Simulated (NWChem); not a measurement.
Species: C₅H₅ cation

```xyz
10

C      0.9626     0.1440     0.0000
C      0.4888     1.3386     0.0000
C     -0.9140     0.5838     0.0000
C     -0.7317    -0.9378     0.0000
C      0.6005    -1.2229     0.0000
H      0.6669     2.4173     0.0000
H     -1.4323     0.9173     0.9274
H     -1.4323     0.9173    -0.9274
H     -1.5862    -1.6331     0.0000
H      1.2034    -2.1383     0.0000
```
Atoms are numbered in this order, from 1.

All runs: NWChem. Coordinates come from a PBE-D3(BJ)/def2-SVP optimisation. Level: M06-2X/def2-SVP with SMD (1 M gas to 1 M solution), gas-phase geometry. Reactions with the solvent are ignored.

Problem. Order these by “solvation free energy (kcal/mol)”, lowest first: acetonitrile; cyclohexanone; chloroform.

Solution. acetonitrile (-63.4), cyclohexanone (-60.8), chloroform (-53.1)
